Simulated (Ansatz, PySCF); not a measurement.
Species: CH$_{2}$Br, net charge 0, doublet state. It need not be the lowest isomer of its formula. 
Structure (B3LYP-D3(BJ)/def2-TZVP (Ansatz, an electronic-structure program) minimum search):
```xyz
4

C     -1.4125    -0.4603     0.0643
Br     0.3501     0.1141    -0.0159
H     -1.8885    -0.4830     1.0293
H     -1.8881    -0.7477    -0.8575
```
Charge 0, spin multiplicity 2.

Dipole moments at this geometry, in debye (magnitudes).

```json
[
 {"level": "TPSS/def2-TZVPD", "program": "PySCF", "dipole (D)": "0.99"},
 {"level": "M06-L/def2-TZVPD", "program": "PySCF", "dipole (D)": "(withheld)"},
 {"level": "r2SCAN/def2-TZVPD", "program": "Ansatz", "dipole (D)": "1.06"},
 {"level": "wB97M-V/def2-TZVPD", "program": "Ansatz", "dipole (D)": "1.00"},
 {"level": "CCSD(T)/aug-cc-pVDZ", "program": "Ansatz", "dipole (D)": "(withheld)"}
]
```

Task: Complete the blanks.

Result: 
- M06-L/def2-TZVPD, dipole (D): 0.84
- CCSD(T)/aug-cc-pVDZ, dipole (D): 0.99
